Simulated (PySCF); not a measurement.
Ga(Cl)(vinyl)(OH) (C2H4ClGaO), SMILES C=[CH][Ga]([OH])[Cl]. Geometry optimised at B3LYP-D3(BJ)/def2-SVP. The structure was generated by enumeration; whether it is a known compound was not checked. Other conformers were not sampled.

Computed equilibrium geometry at B3LYP-D3(BJ)/def2-SVP (PySCF confirms it by a frequency run) as a Z-matrix, and its point group (one conformer of several):
point group Cs.
```
C
C 1 1.3409
H 2 1.0955 1 122.16
H 1 1.0958 2 119.51 3 -180.00
H 2 1.0972 3 116.02 1 180.00
Ga 1 1.9367 4 119.60 2 -180.00
O 6 1.7849 1 119.86 4 180.00
H 7 0.9660 6 114.34 1 180.00
Cl 6 2.1688 7 115.98 8 0.00
```
Charge 0, spin multiplicity 1.
